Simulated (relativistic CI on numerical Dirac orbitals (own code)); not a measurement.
**Mo⁺: L2,3 absorption edge**

Computed with this model: Dirac-Coulomb-Breit CI, orbitals from a KLI potential per configuration, QED by a radiative potential, multiplet model of core-to-valence dipole absorption, unscaled Slater integrals; configurations [Kr] 4d5 → [He] 2s2 2p5 3s2 3p6 3d10 4s2 4p6 4d6; 80 K; Lorentzian 1.6 eV and Gaussian 0.5 eV FWHM. Energies are those of the free ion, without screening or charge transfer. The branching ratio is the share of the lower-energy edge in the whole absorption, uncertain by about 0.02 where the edges overlap. S is read from ⟨S²⟩ = S(S + 1).

Field parameters in Wybourne normalisation: D3d B²₀ = −7Dσ, B⁴₀ = −14Dq − 21Dτ, B⁴₃ = −14√(10/7) Dq. The field is a parameter set, without covalency.

free ion: ground-state S = 2.50, centroid 2554.48 eV, branching ratio 0.699. Peaks (eV, height): 2522.8 (100), 2628.0 (43).

D3d, 10Dq = 10700, Dσ = -1200, Dτ = -150 cm⁻¹: ground-state S = 2.50, centroid 2554.10 eV, branching ratio 0.702. Peaks (eV, height): 2523.0 (100), 2628.2 (40).

The statistical ratio of this edge is 2/3 = 0.667. Values above it arise where the holes sit mainly in the j = l + 1/2 valence subshell or the ground state has high spin; values below it where core-valence Coulomb terms move weight to the upper edge, as in nearly empty shells. At deep edges of heavy elements the radial integrals of the two core levels differ, which raises the baseline.

Strongest unbroadened transitions for D3d, 10Dq = 10700, Dσ = -1200, Dτ = -150 cm⁻¹:

```
Energy (eV)  Relative strength
    2521.67               23.6
    2521.72               34.0
    2521.77               51.1
    2522.19               53.8
    2522.22               22.8
    2523.10               22.6
    2523.11               24.3
    2523.14               38.3
    2523.15               44.2
    2523.19              100.0
    2523.20               73.3
    2626.93               23.2
    2627.55               28.5
    2628.40               20.9
    2628.41               22.3
    2628.45               30.3
    2628.81               25.3
    2628.84               26.8
```
